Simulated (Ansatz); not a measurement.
Ansatz (a first-principles code) input (CCSD(T)/aug-cc-pV(D+d)Z):
A basis named .json is the Basis Set Exchange file of that set.

Ansatz 0.2 input:
```yaml
crystal:
  periodic: [false, false, false]
  atoms:
    - {symbol: Si, position_ang: [0.05308967, 0.52672487, 0.03780460]}
    - {symbol: C, position_ang: [-1.63051749, -0.20937202, 0.19492714]}
    - {symbol: C, position_ang: [1.34627697, -0.80031574, -0.24846337]}
    - {symbol: H, position_ang: [0.05996575, 1.50837017, -1.07909859]}
    - {symbol: H, position_ang: [0.39016585, 1.28881597, 1.27277112]}
    - {symbol: H, position_ang: [-1.79527009, -1.26792888, 0.36578872]}
    - {symbol: H, position_ang: [-2.53776073, 0.38347365, 0.15223299]}
    - {symbol: H, position_ang: [1.35596372, -1.51621379, 0.57613884]}
    - {symbol: H, position_ang: [1.14543969, -1.34903156, -1.17057410]}
    - {symbol: H, position_ang: [2.34368359, -0.36350714, -0.32530590]}
basis:
  gaussian:
    orbitals: aug-cc-pV_D+d_Z.json
magnetization: {spin_polarized: true, initial_magnetization: 1}
correlation: {method: ccsd_t, electrons: outside_noble_gas}
output: {forces: true}
```

Output:

```
Functional definition: HF
integrals: 0.59 GiB planned
1409 factors; integrals over basis functions are off by at most 1.1e-3 eV
0.83 GiB of device memory are held for the factors and their scratch space
mean field: 0.59 GiB planned
mean field evaluation 1: about -10030.0756 eV, gradient 2.3e1 eV
mean field evaluation 2: about -10030.0759 eV, gradient 2.3e1 eV
mean field evaluation 4: about -10033.4274 eV, gradient 2.3e0 eV
mean field evaluation 8: about -10033.4969 eV, gradient 1.7e-3 eV
mean field evaluation 16: about -10033.4951 eV, gradient 2.8e-1 eV
mean field -10033.49694144 eV, -368.7242116494 hartree, gradient 2.5e-6 eV, S^2 0.760916; 0 other end points of the search recorded, 0 dependent functions left out
7 core orbitals not correlated
reference -10033.49694144 eV, -368.7242116494 hartree; 10, 9 occupied and 124, 125 virtual orbitals, 1409 factors
densities: 18.05 GiB planned
second order -10.41344079 eV of doubles, -0.00000000 eV of singles
coupled cluster: 6.58 GiB planned
cycle   1  -11.51853772 eV  change    -1.1e0 eV  update   7.5e-2
cycle   2  -11.89905682 eV  change   -3.8e-1 eV  update   2.5e-2
cycle   3  -11.93526313 eV  change   -3.6e-2 eV  update   8.7e-3
cycle   4  -11.93426048 eV  change    1.0e-3 eV  update   3.7e-3
cycle   5  -11.93405105 eV  change    2.1e-4 eV  update   1.6e-3
cycle   6  -11.93429023 eV  change   -2.4e-4 eV  update   5.8e-4
cycle   7  -11.93438112 eV  change   -9.1e-5 eV  update   2.3e-4
cycle   8  -11.93441327 eV  change   -3.2e-5 eV  update   9.1e-5
cycle   9  -11.93439651 eV  change    1.7e-5 eV  update   3.3e-5
cycle  10  -11.93438858 eV  change    7.9e-6 eV  update   1.2e-5
cycle  11  -11.93438944 eV  change   -8.6e-7 eV  update   4.8e-6
cycle  12  -11.93438826 eV  change    1.2e-6 eV  update   1.8e-6
perturbative correction -0.34431771 eV, -0.0126534425 hartree
the calculation of the forces begins
0.83 GiB of device memory are held for the factors and their scratch space
Total energy: -10045.77564741 eV, -369.1754457709 hartree
Atom 0 at     0.053090     0.526725     0.037805 Å, force     0.196672     0.276268     0.017263 eV/Å
Atom 1 at    -1.630517    -0.209372     0.194927 Å, force     0.083978     0.034269    -0.043046 eV/Å
Atom 2 at     1.346277    -0.800316    -0.248463 Å, force    -0.170966     0.191501     0.035203 eV/Å
Atom 3 at     0.059966     1.508370    -1.079099 Å, force     0.001831     0.079042    -0.103463 eV/Å
Atom 4 at     0.390166     1.288816     1.272771 Å, force     0.033636     0.059616     0.103388 eV/Å
Atom 5 at    -1.795270    -1.267929     0.365789 Å, force    -0.076684    -0.526378     0.089027 eV/Å
Atom 6 at    -2.537761     0.383474     0.152233 Å, force    -0.439395     0.290949    -0.015290 eV/Å
Atom 7 at     1.355964    -1.516214     0.576139 Å, force     0.007238    -0.332393     0.370922 eV/Å
Atom 8 at     1.145440    -1.349032    -1.170574 Å, force    -0.087285    -0.259377    -0.418361 eV/Å
Atom 9 at     2.343684    -0.363507    -0.325306 Å, force     0.450975     0.186503    -0.035643 eV/Å
Dipole moment:    -0.013259    -0.145829    -0.008930 e Å
```

It need not be the lowest isomer of its formula.
